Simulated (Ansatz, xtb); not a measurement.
# A geometry optimisation of FH4SiSn− with r2SCAN-D4/def2-SVPD

The starting geometry of this gas-phase singlet has its atoms placed at random.

```json
{"atom": "F", "x (Å)": "1.7006", "y (Å)": "0.0398", "z (Å)": "-1.5783"}
{"atom": "Si", "x (Å)": "-1.5426", "y (Å)": "-0.0593", "z (Å)": "1.1290"}
{"atom": "Sn", "x (Å)": "0.3103", "y (Å)": "-1.6708", "z (Å)": "-0.7987"}
{"atom": "H", "x (Å)": "1.7970", "y (Å)": "-0.6458", "z (Å)": "-0.7452"}
{"atom": "H", "x (Å)": "-0.5513", "y (Å)": "-0.7390", "z (Å)": "-0.0368"}
{"atom": "H", "x (Å)": "0.7779", "y (Å)": "-0.1022", "z (Å)": "-2.0630"}
{"atom": "H", "x (Å)": "1.7387", "y (Å)": "-0.6971", "z (Å)": "0.8325"}
```

**Question.** One run relaxed it with r2SCAN-D4/def2-SVPD. What is a likely outcome?

**Answer.** It loosens into FH2SiSn + H2, which stay close as a complex (formulas without charges). Distances that change by over a tenth: F1–Sn3 (2.34 → 3.42 Å), Sn3–H5 (1.48 → 2.04 Å), Sn3–H6 (2.07 → 2.45 Å). Contacts that open: F1–H4 (1.08 → 2.35 Å), Sn3–H4 (1.81 → 5.76 Å). Contacts that close: Si2–Sn3 (3.12 → 2.40 Å), H4–H7 (1.58 → 0.76 Å).

The energy falls by 8.60 eV over 61 steps:

| step | E − E(last) (eV) |
| --- | --- |
| 1 | 8.596 |
| 8 | 0.546 |
| 14 | 0.106 |
| 21 | 0.024 |
| 28 | 0.017 |
| 34 | 0.014 |
| 41 | 0.012 |
| 48 | 0.009 |
| 54 | 0.003 |
| 61 | 0.000 |

Final geometry (Å):

```xyz
7

F     1.9059   -0.3833   -0.8209
Si   -3.7872   -1.1000   -0.0706
Sn   -1.4855   -0.7954   -0.6968
H     4.2299   -0.0840   -0.9481
H    -2.5635   -1.0239    1.0241
H     0.9472   -0.5014   -0.7591
H     4.9838    0.0138   -0.9890
```

From the same start GFN2-xTB ends elsewhere, in pieces: H3SiSn + FH.

From so rough a start the end depends on the optimiser's path, so another program may land elsewhere. No frequencies were run, so the end isn't proven a minimum. Atoms past krypton carry core potentials, without spin–orbit terms. Run with Ansatz 0.2.0, 84 s on 2 threads of Intel(R) Xeon(R) 6975P-C (Granite Rapids) (shared host).
